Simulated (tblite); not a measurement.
Compound: 3,3-dimethylpentane, C₇H₁₆.
Numbering: `[CH3:1][CH2:2][C:3]([CH3:4])([CH3:5])[CH2:6][CH3:7]` (hydrogens: H8, H9, H10 on C1; H11, H12 on C2; H13, H14, H15 on C4; H16, H17, H18 on C5; H19, H20 on C6; H21, H22, H23 on C7)

Computed with GFN2-xTB (tblite), gas phase: nudged elastic band of 9 images (0 to 8), spring 0.2 eV/Å², climbing image at the end, force threshold 0.05 eV/Å. The top image wasn't refined or checked by frequencies; at this threshold it can lie a kcal/mol or more above the true saddle point of the method.

The band describes a rotation about C2–C3 (chain CH2 carbon, quaternary sp3 carbon), followed by the dihedral C1–C2–C3–C5, from the optimised start (-179°) to a second optimised geometry at -34°.

**Question.** Give the energy profile along the converged band.

**Answer.** 
```csv
image,dihedral (°),E (kcal/mol),C2–C3 (Å),C1···C5 (Å),largest true force (eV/Å)
0,-179,0.00,1.540,3.89,0.01
1,-162,1.01,1.544,3.88,0.06
2,-144,4.01,1.552,3.83,0.08
3,-124,6.16,1.557,3.72,0.04
4,-104,5.48,1.553,3.57,0.05
5,-85,3.79,1.546,3.37,0.05
6,-66,3.15,1.543,3.19,0.04
7,-50,2.69,1.543,3.06,0.05
8,-34,1.92,1.545,2.92,0.01
```

Barriers of this band. The top is image 3 at -124°: 6.16 kcal/mol forward and 4.24 kcal/mol back; the end lies 1.92 kcal/mol above the start. The central bond is 0.017 Å longer at the top than at the start.

Other torsions move too; by image: C2–C3–C6–C7 (-57, -59, -66, -69, -72, -73, -69, -63, -57°).

**Question.** What rate follows at 350 K for crossing this barrier forward?

**Answer.** Taking the electronic barrier for the free energy of activation (no zero-point or entropy terms, transmission 1), rate = (kT/h)·exp(−ΔE/kT) ≈ 1 × 10^9 s⁻¹, whose inverse is 1 × 10^-9 s. An error of 1 kcal/mol in the barrier changes this by a factor of 4, and the method and the loose band can each miss by that much or more.

**Question.** How would the two end points share their population at 350 K, from these energies alone?

**Answer.** exp(−ΔE/kT) with ΔE = 0.083 eV gives 0.064 for the higher one (end) against 1 for the lower, without vibrational, rotational or degeneracy terms.

**Question.** How long is the path, and how are the images spaced?

**Answer.** Cartesian distances between aligned neighbours (all atoms, Å): 0.99, 1.05, 1.13, 0.96, 0.98, 1.05, 1.08, 1.04; the sum is 8.28 Å, and the top lies 38 % of the way along.

What follows is the cost of the whole band run. Hardware: one thread, Intel Xeon Platinum 8259CL at 2.50 GHz (x86_64), no GPU (shared host). Cost: 6.5 s of wall time, 0.19 GiB resident at most.
